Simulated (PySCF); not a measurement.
## TlBi at ROHF-MP2

Level: ROHF-MP2. basis Tl cc-pVDZ-PP with ECP60, Bi cc-pVDZ-PP with ECP60; scalar-relativistic core potentials; PySCF 2.14.

```
state                          : ³Σ⁻ (triplet), unpaired electrons π ↑↑
bond length                    : 0.3087 nm
harmonic wavenumber            : 106 cm⁻¹
force constant                 : 0.691 mdyn/Å
rotational constant Be         : 0.01710 cm⁻¹
anharmonicity ωexe             : 0.144 cm⁻¹
vibration–rotation constant αe : 3.56e-05 cm⁻¹
well depth De to Tl + Bi       : 1.06 eV
dissociation energy D0         : 1.05 eV
```

Correlated steps freeze 8 core orbitals. Correlated levels converge slowly with the basis: in double zeta they bind strong bonds too weakly, by up to about 1 eV, and carry superposition errors of some tenths. Spin–orbit coupling is left out, which matters for elements this heavy, above all for dissociation energies. The state is the lowest determinant that a PBE0 search found; another state may lie lower at other levels.
